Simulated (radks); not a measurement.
Results of a calculation; reference values are marked as such.
All-electron atom: the xenon ion Xe29+ in [Ar] 3d7. Level of theory: Dirac Kohn-Sham, BLYP, spin-unpolarised, spherical densities, finite nucleus; open shells fill j = l - 1/2 first; Fermi nuclear charge, rms radius 4.7859 fm (a radial shooting solver on a logarithmic mesh with Libxc functionals).

Radial electron density D(r) = 4 pi r^2 rho(r):

r (bohr),D(r) (e/bohr)
0.00116,2.727
0.001287,3.256
0.00144,3.936
0.001611,4.747
0.001802,5.713
0.001999,6.771
0.002236,8.109
0.002501,9.681
0.002797,11.52
0.003129,13.65
0.003472,15.93
0.003883,18.72
0.004343,21.88
0.004858,25.43
0.00539,29.07
0.006029,33.34
0.006744,37.93
0.007543,42.77
0.008437,47.75
0.009362,52.38
0.01047,57.19
0.01171,61.63
0.0131,65.46
0.01454,68.28
0.01626,70.33
0.01819,71.24
0.02034,70.97
0.02275,69.63
0.02525,67.70
0.02824,65.28
0.03158,63.12
0.03533,61.86
0.0392,62.05
0.04384,64.09
0.04904,68.09
0.05485,73.62
0.06135,79.74
0.06808,84.79
0.07614,88.22
0.08517,88.40
0.09526,84.86
0.1057,78.67
0.1182,70.27
0.1322,62.19
0.1479,56.55
0.1654,54.66
0.1836,56.11
0.2053,59.53
0.2297,62.27
0.2569,61.74
0.285,57.09
0.3188,47.89
0.3566,36.13
0.3989,24.26
0.4461,14.35
0.495,7.788
0.5537,3.487
0.6193,1.325
0.6927,0.4208
0.7686,0.1220
0.8597,0.02627
0.9616,0.004460

D(r) has 3 maxima, at r = 0.0188, 0.0812, 0.239 bohr, and minima at 0.0368, 0.165 bohr, inside which lie 2.04, 11.27 electrons.
